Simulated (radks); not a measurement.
Results of a calculation; reference values are marked as such.
Q: Ionisation of neutral praseodymium, [Xe] 4f3 6s2, to Pr+, [Xe] 4f3 6s1, under several functionals. Scalar-relativistic Kohn-Sham, spin-unpolarised, spherical densities, finite nucleus; a radial shooting solver on a logarithmic mesh with Libxc functionals. Known Delta-SCF values: LDA (Slater exchange, VWN5 correlation) 5.908 eV; PW91 5.754 eV. What does exchange-only PBE give, and what is its highest occupied eigenvalue?

A: 5.178 eV by Delta-SCF; the 4f eigenvalue is -0.328 eV. NIST: 5.470 eV (semi-empirical).

Beside tabulated values, note that spin-unpolarised runs miss the spin-polarisation part of the exchange energy of open shells.
